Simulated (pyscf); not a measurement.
# O=C(O⁻)–OH, singlet

Gas-phase minimum from PySCF at ωB97X-D3(BJ)/def2-SVPD, one conformer. 

SMILES: C(=O)([O-])O
```xyz
5

O      0.8669     1.8056    -0.4696
C      0.4935     0.6553    -0.2153
O      0.6353    -0.0642     0.7993
O     -0.2370     0.0221    -1.2679
H     -0.4389    -0.8426    -0.8943
```
Charge -1, spin multiplicity 1.

Bonded distances (Å): O1–C2 1.236, C2–O3 1.252, C2–O4 1.429, O4–H5 0.963. Bond angles (°): O1–C2–O3 131.9, O1–C2–O4 114.5, O3–C2–O4 113.6, C2–O4–H5 102.7.

Properties at ωB97X-D3(BJ)/def2-SVPD:

```json
{
  "harmonic_wavenumbers_unscaled": "552, 567, 652, 844, 908, 1209, 1354, 1812, 3884 cm⁻¹",
  "zero_point_energy": "16.8 kcal/mol",
  "rotational_symmetry_number": "1",
  "Entropy of this conformer at 298 K and 1 atm, rigid rotor and harmonic oscillator, modes under 100 cm⁻¹ raised to 100": "265.6 J/(mol K)",
  "dipole_moment": "depends on origin"
}
```

Single-point totals, which compare only within one level (frozen core for MP2 and CC):

```tsv
level	total energy (hartree)
ωB97X-D3(BJ)/def2-TZVPD	-264.62383
PBE/def2-TZVPD	-264.31077
r²SCAN/def2-TZVPD	-264.45166
B3LYP-D3(BJ)/def2-TZVPD	-264.58550
PBE0-D3(BJ)/def2-TZVPD	-264.29870
M06-2X/def2-TZVPD	-264.47932
ωB97M-D3(BJ)/def2-TZVPD	-264.64401
HF/def2-TZVPPD	-263.21206
MP2/def2-TZVPPD	-264.08674
CCSD/def2-TZVPPD	-264.08136
CCSD(T)/def2-TZVPPD	-264.11950
```

The CCSD(T) − MP2 part came from Ansatz, without density fitting, on the same reference.
